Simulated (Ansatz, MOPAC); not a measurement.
Species: C4H8N, net charge 0, doublet state. SMILES: [CH]1CCC1N

Atoms: C1, C2, C3, C4, N5, H6, H7, H8, H9, H10, H11, H12, H13. Bonds: C1-C2, C1-C4, C1-H6, C1-H7, C2-C3, C2-H8, C3-C4, C3-N5, C3-H9, C4-H10, C4-H11, N5-H12, N5-H13.

Bond lengths (Å) and angles (degrees) optimised at PM3 with MOPAC; HF/STO-3G with Ansatz (an electronic-structure program); HF/3-21G with Ansatz; B3LYP/6-31G* with Ansatz, each started from the B3LYP-D3(BJ)/def2-TZVP structure (Ansatz) of the last column. A row stands for all coordinates that are equal there; 11 of 37 kinds are shown. 6-31G* holds six Cartesian d functions. No wavenumbers were computed at HF/STO-3G, so these may be saddle points.

| coordinate | PM3 | HF/STO-3G | HF/3-21G | B3LYP/6-31G* | B3LYP-D3(BJ)/def2-TZVP |
|---|---|---|---|---|---|
| C1-C2 | 1.489 | 1.526 | 1.529 | 1.501 | 1.496 |
| C1-C4 | 1.551 | 1.557 | 1.575 | 1.562 | 1.559 |
| C1-H6 | 1.102 | 1.089 | 1.081 | 1.101 | 1.097 |
| C1-H7 | 1.101 | 1.088 | 1.083 | 1.100 | 1.095 |
| C2-C3 | 1.503 | 1.533 | 1.530 | 1.504 | 1.498 |
| C2-H8 | 1.079 | 1.085 | 1.072 | 1.087 | 1.082 |
| C3-C4 | 1.565 | 1.563 | 1.570 | 1.565 | 1.561 |
| C3-N5 | 1.475 | 1.489 | 1.472 | 1.471 | 1.465 |
| C2-C1-C4 | 89.3 | 88.6 | 87.5 | 87.6 | 87.8 |
| C1-C2-C3 | 93.6 | 92.8 | 92.6 | 94.6 | 94.5 |
| C1-C4-C3 | 88.9 | 90.5 | 89.4 | 89.9 | 89.6 |

Mean signed difference of all 13 bond lengths from B3LYP-D3(BJ)/def2-TZVP: PM3 0.001 Å, HF/STO-3G 0.008 Å, HF/3-21G 0.000 Å, B3LYP/6-31G* 0.005 Å.
